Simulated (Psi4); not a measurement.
Cl$_{4}$SW, triplet, geometry from GFN2-xTB (such geometries of metal compounds can be far from the true shape) (the multiplicity is a formal guess) (core potentials on W); M06-2X/def2-SVP in Psi4.

The Psi4 input:
```
memory 2 GB

molecule mol {
0 3
W     0.000372   -0.000160    0.000395
S     1.597695   -0.688987    1.694562
Cl   -1.520087    0.655519   -1.612248
Cl    0.335022    2.121083    0.557249
Cl    1.258392   -0.948693   -1.561470
Cl   -1.578661   -1.178752    1.019869
symmetry c1
}

set {
  basis def2-svp
  reference uks
}

energy('m06-2x')
print_variables()
```

What does Psi4 print? Leave out banner, timings and long lists.


```
   => Loading Basis Set <=

    Name: DEF2-SVP
    Role: ORBITAL
    Keyword: BASIS

    !!!  WARNING: ECP capability is in beta. Please check occupations closely.  !!!

         ---------------------------------------------------------
                                   SCF
               by Justin Turney, Rob Parrish, Andy Simmonett
                          and Daniel G. A. Smith
                              UKS Reference
         ---------------------------------------------------------

  ==> Geometry <==

    Molecular point group: c1
    Full point group: C1

    Geometry (in Angstrom), charge = 0, multiplicity = 3:

       Center              X                  Y                   Z               Mass
    ------------   -----------------  -----------------  -----------------  -----------------
         W            0.004559075682    -0.001965803304     0.004835583892   183.950930920000
         S            1.601882075682    -0.690792803304     1.699002583892    31.972071174400
         CL          -1.515899924318     0.653713196696    -1.607807416108    34.968852682000
         CL           0.339209075682     2.119277196696     0.561689583892    34.968852682000
         CL           1.262579075682    -0.950498803304    -1.557029416108    34.968852682000
         CL          -1.574473924318    -1.180557803304     1.024309583892    34.968852682000

  Running in c1 symmetry.

  Rotational constants: A =      0.03265  B =      0.02661  C =      0.02661 [cm^-1]
  Rotational constants: A =    978.81174  B =    797.78998  C =    797.78988 [MHz]
  Nuclear repulsion =  697.858262956340127

  Charge       = 0
  Multiplicity = 3
  Electrons    = 98
  Nalpha       = 50
  Nbeta        = 48

  ==> Algorithm <==

  SCF Algorithm Type is DF.
  DIIS enabled.
  MOM disabled.
  Fractional occupation disabled.
  Guess Type is SAD.
  Energy threshold   = 1.00e-06
  Density threshold  = 1.00e-06
  Integral threshold = 1.00e-12

  ==> Primary Basis <==

  Basis Set: DEF2-SVP
    Blend: DEF2-SVP
    Number of shells: 52
    Number of basis functions: 122
    Number of Cartesian functions: 132
    Spherical Harmonics?: true
    Max angular momentum: 3

  Core potential: DEF2-SVP
    Number of shells: 4
    Number of ECP primitives: 10
    Number of ECP core electrons: 60
    Max angular momentum: 3

  ==> DFT Potential <==

   => LibXC <=

    Version 7.1.2
    S. Lehtola, C. Steigemann, M. J. T. Oliveira, and M. A. L. Marques,  SoftwareX 7, 1–5 (2018) (10.1016/j.softx.2017.11.002)

   => Composite Functional: M06-2X <=

    Hybrid M06-2X Meta-GGA XC Functional  (10.1007/s00214-007-0310-x)
    Y. Zhao and D. G. Truhlar,  Theor. Chem. Acc., 120, 215, 2008

    Deriv               =              1
    GGA                 =           TRUE
    Meta                =           TRUE

    Exchange Hybrid     =           TRUE
    MP2 Hybrid          =          FALSE

   => Exchange Functionals <=

    1.0000   XC_HYB_MGGA_X_M06_2X

   => Exact (HF) Exchange <=

    0.5400               HF

   => Correlation Functionals <=

    1.0000   XC_MGGA_C_M06_2X

   => LibXC Density Thresholds  <==

    XC_MGGA_C_M06_2X:  1.00E-12
    XC_HYB_MGGA_X_M06_2X:  1.00E-15

   => Molecular Quadrature <=

    Radial Scheme          =       TREUTLER
    Pruning Scheme         =           NONE
    Nuclear Scheme         =       TREUTLER

    Blocking Scheme        =         OCTREE
    BS radius alpha        =              1
    Pruning alpha          =              1
    Radial Points          =             75
    Spherical Points       =            302
    Total Points           =         128642
    Total Blocks           =           1092
    Max Points             =            256
    Max Functions          =            109
    Weights Tolerance      =       1.00E-15

   => Loading Basis Set <=

    Name: (DEF2-SVP AUX)
    Role: JKFIT
    Keyword: DF_BASIS_SCF

  ==> Integral Setup <==

  SCF_SUBTYPE=INCORE selected. In-core MEM_DF algorithm will be used.
[...]
   @DF-UKS iter   4: -2305.30403711640020   -5.08416e-02   9.92749e-04 ADIIS/DIIS
   @DF-UKS iter   5: -2305.31492368365616   -1.08866e-02   1.68880e-04 ADIIS/DIIS
   @DF-UKS iter   6: -2305.31673185569070   -1.80817e-03   1.12279e-04 ADIIS/DIIS
   @DF-UKS iter   7: -2305.31778410871948   -1.05225e-03   7.92696e-05 DIIS
   @DF-UKS iter   8: -2305.31875874940943   -9.74641e-04   5.80424e-05 DIIS
   @DF-UKS iter   9: -2305.31938550092491   -6.26752e-04   3.95513e-05 DIIS
   @DF-UKS iter  10: -2305.31969710675185   -3.11606e-04   2.23007e-05 DIIS
   @DF-UKS iter  11: -2305.31978799467106   -9.08879e-05   1.48993e-05 DIIS
   @DF-UKS iter  12: -2305.31982631038045   -3.83157e-05   1.41935e-05 DIIS
   @DF-UKS iter  13: -2305.31984365096014   -1.73406e-05   1.45742e-05 DIIS
   @DF-UKS iter  14: -2305.31980979789478    3.38531e-05   1.43446e-05 DIIS
   @DF-UKS iter  15: -2305.31974875260403    6.10453e-05   1.21728e-05 DIIS
   @DF-UKS iter  16: -2305.31968026671848    6.84859e-05   6.35547e-06 DIIS
   @DF-UKS iter  17: -2305.31967408671244    6.18001e-06   4.38991e-06 DIIS
   @DF-UKS iter  18: -2305.31967495238359   -8.65671e-07   2.93454e-06 DIIS
   @DF-UKS iter  19: -2305.31967609291814   -1.14053e-06   1.86876e-06 DIIS
   @DF-UKS iter  20: -2305.31967682153709   -7.28619e-07   8.31423e-07 DIIS
  Energy and wave function converged.

  ==> Post-Iterations <==

   Electrons on quadrature grid:
      Nalpha   =   49.9999932138 ; deviation = -6.786e-06
      Nbeta    =   47.9999956320 ; deviation = -4.368e-06
      Ntotal   =   97.9999888458 ; deviation = -1.115e-05

   @Spin Contamination Metric:   9.293831662E-03
   @S^2 Expected:                2.000000000E+00
   @S^2 Observed:                2.009293832E+00
   @S   Expected:                1.000000000E+00
   @S   Observed:                1.000000000E+00

    Orbital Energies [Eh]
    ---------------------

    Alpha Occupied:

[...]
    Alpha Virtual:

[...]
    Beta Occupied:

[...]
    Beta Virtual:

[...]
    Final Occupation by Irrep:
              A
    DOCC [    48 ]
    SOCC [     2 ]
    NA   [    50 ]
    NB   [    48 ]

  @DF-UKS Final Energy: -2305.31967682153709

   => Energetics <=

    Nuclear Repulsion Energy =            697.8582629563401269
    One-Electron Energy =               -4594.7907774431678263
    Two-Electron Energy =                1661.0068792218733051
    DFT Exchange-Correlation Energy =     -69.3940415565825504
    Empirical Dispersion Energy =           0.0000000000000000
    VV10 Nonlocal Energy =                  0.0000000000000000
    Total Energy =                      -2305.3196768215370867

  UHF NO Occupations:
  HONO-2 :   48  A 1.9984674
  HONO-1 :   49  A 1.0000000
  HONO-0 :   50  A 1.0000000
  LUNO+0 :   51  A 0.0015326
  LUNO+1 :   52  A 0.0007067
  LUNO+2 :   53  A 0.0006551
  LUNO+3 :   54  A 0.0004686

Computation Completed

Properties will be evaluated at   0.000000,   0.000000,   0.000000 [a0]

Properties computed using the SCF density matrix

 Multipole Moments:

 ------------------------------------------------------------------------------------
     Multipole            Electronic (a.u.)      Nuclear  (a.u.)        Total (a.u.)
 ------------------------------------------------------------------------------------

 L = 1.  Multiply by 2.5417464519 to convert [e a0] to [Debye]
 Dipole X            :         -0.5220388            0.7331824            0.2111436
 Dipole Y            :          0.3786475           -0.3162111            0.0624364
 Dipole Z            :         -0.7805945            0.7776208           -0.0029737
 Magnitude           :                                                    0.2202016

 ------------------------------------------------------------------------------------

  Variable Map:
  ----------------------------------------------------------------------------
[...]
  Array Variable Map:
  ----------------------------------------------------------------------------
[...]
[...]
```
